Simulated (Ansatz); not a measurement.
`C=[CH][SnH2][F]` + HCl → `C=[CH][SnH2][Cl]` + H–F at 400 K and 1 bar (ligand exchange at the Sn–F bond).

Program: Ansatz. Geometries: PBE0-D4/def2-TZVP. ΔE: electronic, gas phase. CCSD(T)/CBS adds triple-zeta CCSD(T) − MP2 to the extrapolated MP2 energy (def2 sets, frozen cores). This one scheme is used for every species. Elements past krypton have def2 core potentials. For Sn outer-core shells are correlated without core-valence functions, which leaves a few kJ/mol of doubt a bond. Each species was taken in one conformer, which may not be the lowest.

```csv
species,CCSD(T)/CBS energy (Eh),H − E (kJ/mol),S (J/(mol·K))
`C=[CH][SnH2][F]`,-392.92056,180.4,369.6
HCl,-460.38127,29.6,195.4
`C=[CH][SnH2][Cl]`,-752.92130,179.5,381.4
H–F,-100.39570,36.5,182.2
```

H − E and S are ideal-gas, rigid-rotor, harmonic terms from PBE0-D4/def2-TZVP, for one conformer and one mirror image of each species. 1 Eh = 2625.50 kJ/mol, R = 8.31446 J/(mol·K).

Question: By hand: ΔE, ΔH, ΔS and ΔG.

Answer: ΔE = (-752.92130) + (-100.39570) − (-392.92056) − (-460.38127) = -0.01517 Eh = -39.8 kJ/mol. Δ(H − E) = 179.5 + 36.5 − 180.4 − 29.6 = 6.0, so ΔH = -33.8 kJ/mol. ΔS = 381.4 + 182.2 − 369.6 − 195.4 = -1.4 J/(mol·K). ΔG = -33.8 − 400 × (-1.4)/1000 = -33.2 kJ/mol.

Question: By hand: the equilibrium constant, and the temperature at which ΔG would vanish if ΔH and ΔS stayed fixed.

Answer: log₁₀ K = −ΔG/(RT ln 10) = 4.3. ΔG = 0 at ΔH/ΔS = 24143 K, far beyond where these terms or the molecules hold.

The number of gas molecules stays the same, so ΔS is small and ΔH decides. A doubt of 5 kJ/mol in ΔE shifts log₁₀ K by 0.7 here. Other conformers and mirror images would add mixing entropy, several J/(mol·K) or more a flexible species. Modes under 60 cm⁻¹, often nearly free rotors, make the harmonic entropy too high. These are equilibria of isolated gas molecules and say nothing of rates. Largest T1 diagnostic: 0.013 (customary marks: 0.02 for closed shells, 0.045 for open ones).
